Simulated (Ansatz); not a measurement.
Start from `N[SiH2]C(O)F` and change one atom or group to get `C[SiH2]C(O)F`.

Ansatz, PBE0-D4/def2-TZVP geometries, multiplicity 1. Each molecule was computed in one conformer, which needn't be the lowest.

```json
{"property": "HOMO–LUMO gap (PBE0/def2-TZVPP) / eV", "`N[SiH2]C(O)F`": "7.81"}
{"property": "size of the dipole moment (B3LYP/def2-TZVPP) / D", "`N[SiH2]C(O)F`": "3.15"}
{"property": "HOMO energy (B3LYP/def2-TZVPP) / eV", "`N[SiH2]C(O)F`": "-7.60"}
{"property": "HOMO energy (PBE0/def2-TZVPP) / eV", "`N[SiH2]C(O)F`": "-7.79"}
{"property": "LUMO energy (ωB97M-V/def2-TZVPP) / eV", "`N[SiH2]C(O)F`": "1.54"}
{"property": "size of the dipole moment (PBE/def2-TZVPP) / D", "`N[SiH2]C(O)F`": "3.00"}
```

Q: What does the change do to each property? (An estimate is asked.)

A: Ansatz gave: 
| property | `C[SiH2]C(O)F` | shift |
| --- | --- | --- |
| HOMO–LUMO gap (PBE0/def2-TZVPP) / eV | 8.86 | 1.05 |
| size of the dipole moment (B3LYP/def2-TZVPP) / D | 1.09 | -2.06 |
| HOMO energy (B3LYP/def2-TZVPP) / eV | -8.06 | -0.46 |
| HOMO energy (PBE0/def2-TZVPP) / eV | -8.25 | -0.46 |
| LUMO energy (ωB97M-V/def2-TZVPP) / eV | 2.13 | 0.59 |
| size of the dipole moment (PBE/def2-TZVPP) / D | 1.02 | -1.98 |

With PBE0 the HOMO falls by 0.46 eV and the LUMO rises by 0.59 eV, so the gap widens by about 1.05 eV. PBE moves the HOMO by -0.40 eV and ωB97M-V by -0.47 eV. Dipoles are sizes alone; their direction can turn.

B3LYP here is the variant with VWN-RPA as its local correlation; programs differ in this.
